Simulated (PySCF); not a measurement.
Sn(H)(I), HISn, SMILES [I][SnH], B3LYP/def2-SVP optimised geometry.

```
3

Sn    -1.34    -0.90     0.00
H     -1.43     0.90     0.00
I      1.43    -0.90     0.00
```

Density from B3LYP/def2-TZVP, def2 effective core potentials past Kr in PySCF 2.14.0 at that geometry. The core electrons that the potentials of I, Sn replace are not part of the density.

Minimum of the electron density along straight lines between bonded atoms, close to the bond critical point (lines longer than 1.1 times the sum of covalent radii, or with two minima, are not listed):

```
bond    length / Å  ρ at the minimum / e bohr⁻³  ∇²ρ there / e bohr⁻⁵  position (fraction from the first atom)
------  ----------  ---------------------------  --------------------  ---------------------------------------
Sn1–H2       1.795                        0.099                  0.06                                     0.62
Sn1–I3       2.776                        0.056                  0.05                                     0.46
```
